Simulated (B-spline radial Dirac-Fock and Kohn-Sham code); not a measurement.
**Dy²⁰⁺: eigenvalues, ΔSCF and the reference**

System: dysprosium as Dy²⁰⁺ in the configuration [Kr] 4d10.

The density-functional columns are spherical, spin-unpolarised Dirac-Kohn-Sham results without Breit or QED terms: −ε is minus the orbital energy of the initial state and ΔSCF the difference of two total energies. The reference in the last column comes from Dirac-Fock energy differences between relaxed states, corrected for Breit and QED terms. All numbers are from a radial atomic solver, in eV; a selection of levels is shown. For the 1s level of heavy atoms much of the gap between ΔSCF and the reference is the Breit and QED part, -238.8 eV here; for other levels the error of the functional can be larger.

| level | LDA −ε | LDA ΔSCF | Dirac-Fock |
| --- | --- | --- | --- |
| K (1s) | 54076.0 | 54566.9 | 54341.1 |
| L1 (2s) | 9450.6 | 9552.2 | 9613.0 |
| L2 (2p1/2) | 9017.5 | 9142.6 | 9140.0 |
| L3 (2p3/2) | 8218.7 | 8331.8 | 8349.7 |
| M1 (3s) | 2527.2 | 2567.7 | 2614.6 |
| M2 (3p1/2) | 2338.0 | 2380.3 | 2409.9 |
| M3 (3p3/2) | 2171.7 | 2211.8 | 2242.4 |
| M4 (3d3/2) | 1845.1 | 1890.2 | 1895.3 |
| M5 (3d5/2) | 1808.8 | 1853.2 | 1859.8 |
| N1 (4s) | 898.8 | 920.1 | 941.7 |
| N2 (4p1/2) | 822.5 | 843.7 | 857.2 |
| N3 (4p3/2) | 780.1 | 800.5 | 814.7 |
| N4 (4d3/2) | 652.9 | 673.1 | 672.1 |
| N5 (4d5/2) | 644.5 | 664.4 | 663.8 |

For the outermost level NIST gives 664 ± 4 eV (theoretical); the differences from it are LDA −ε -19.50, LDA ΔSCF +0.45, Dirac-Fock -0.17 eV.

Values without a named source are computed, but for edge energies of neutral atoms, which are taken from tables.
